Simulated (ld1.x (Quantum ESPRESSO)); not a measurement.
## Pd (Z = 46), TM: configuration errors across variants

```json
{
 "Element": "Pd (Z = 46)",
 "Generator": "ld1.x (Quantum ESPRESSO) 7.5",
 "Type": "norm-conserving Troullier–Martins (Kleinman–Bylander form)",
 "Functional": "Wu–Cohen",
 "Relativity": "scalar-relativistic",
 "Frozen core": "[Ar] 3d10 4s2",
 "Valence charge": "16",
 "Reference configuration": "4p6 4d10 5s0",
 "Partial waves": "5s (bound, empty): rc 1.85 bohr; 4p (bound): rc 1.70 bohr; 4d (bound): rc 1.85 bohr",
 "Local potential": "all-electron potential smoothed inside 1.35 bohr (lloc = -1)",
 "Core correction": "none"
}
```

All-electron excitation energies from the reference (eV): (1) 4p6 4d9 5s0 9.120; (2) 4p6 4d8 5s0 29.948; (3) 4p6 4d7 5s0 64.314; (4) 4p5 4d10 5s0 57.144; (5) 4p6 4d9.5 5s0 3.234; (6) 4p6 4d8 5s1 13.681; (7) 4p6 4d6 5s0 113.661.

A true bound ghost makes a file unfit for plane-wave use even where its test errors are small: the radial tests pick states by their node count and pass the ghost by. Where a test does run into it, the solver fails or the error is huge.

Errors AE − PS in meV (a dash: test not solved or not reliable):

| change | (1) | (2) | (3) | (4) | (5) | (6) | (7) | bound ghosts |
| --- | --- | --- | --- | --- | --- | --- | --- | --- |
| base | -0.9 | -6.1 | -13 | -98 | -0.1 | +7.4 | -8.4 | s |
| local potential all-electron potential smoothed inside 0.72 bohr (lloc = -1) | -0.4 | -2.9 | -2.1 | -93 | 0.0 | -27 | +19 | s |
| local potential all-electron potential smoothed inside 1.24 bohr (lloc = -1) | -0.7 | -5.4 | -12 | -100 | 0.0 | +23 | -7.2 | s |
| local potential all-electron potential smoothed inside 1.36 bohr (lloc = -1) | -0.9 | -6.1 | -13 | -98 | -0.1 | +7.4 | -8.4 | s |
| local potential all-electron potential smoothed inside 1.70 bohr (lloc = -1) | -2.2 | -15 | -39 | -110 | -0.3 | -42 | -64 | s |
| local potential all-electron potential smoothed inside 1.90 bohr (lloc = -1) | -4.4 | -28 | -81 | -124 | -0.7 | -114 | -156 | s |
| local potential all-electron potential smoothed inside 2.18 bohr (lloc = -1) | -8.7 | -53 | -152 | -144 | -1.5 | +583 | -302 | none |

**Question.** Give the same row for: local potential all-electron potential smoothed inside 0.96 bohr (lloc = -1).

**Answer.** -0.5, -3.8, -6.1, -97, 0.0, –, +7.2; bound ghosts: s. Not counted: 4p6 4d8 5s1 (solver errors, printed error -3.8 eV).
